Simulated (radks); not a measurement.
Neutral hafnium inside a hard spherical wall (all orbitals vanish at R), configuration held at [Xe] 4f14 5d2 6s2 and not refilled when levels cross. All-electron calculation, scalar-relativistic Kohn-Sham, r2SCAN, spin-unpolarised, spherical densities, finite nucleus; meta-GGA in the generalised Kohn-Sham scheme; Fermi nuclear charge, rms radius 5.347 fm. Program: a radial shooting solver on a logarithmic mesh with Libxc functionals. Eigenvalues in eV, with the zero of energy where the potential of the charges vanishes at infinity; a dash marks a level that is unbound or too diffuse for the functional's potential to be trusted. A positive occupied level is held by the wall or, in an anion where self-interaction has pushed it up, behind a barrier. The pressure on the wall is -dE/dV.

R (bohr)  E (hartree)  kinetic (hartree)    e(5p)    e(4f)   e(6s)   e(5d)  e(6p, empty)  e(7s, empty)  pressure (GPa)
free      -15077.7469          16516.125  -36.755  -17.124  -5.259  -2.589        -1.261             -               0
15        -15077.7469          16516.125  -36.754  -17.123  -5.258  -2.588        -1.255         0.722        < 0.0001
12        -15077.7468          16516.126  -36.742  -17.110  -5.250  -2.577        -1.219         1.513         0.00178
7         -15077.7223          16516.293  -35.787  -16.129  -4.500  -1.756         0.269         9.329            1.30
6         -15077.6729          16516.551  -34.692  -14.990  -3.450  -0.782         2.043        15.545            5.33
5         -15077.5221          16517.201  -32.588  -12.756  -0.872   1.245         6.130        28.037            24.0
4         -15077.0211          16519.090  -28.617   -8.350   6.188   5.714        16.604        56.169             133
3.5       -15076.3620          16521.516  -25.161   -4.342  14.374  10.153        28.016        84.089             363
3         -15074.8882          16526.975  -19.269    2.571  30.727  18.221        49.442        132.85            1160
2.5       -15071.1043          16540.763   -7.327   15.962  66.859  34.841        93.533        226.13            4580
1.5       -15015.2959          16719.262   117.90   116.51  421.45  195.02        483.00        954.56          180000
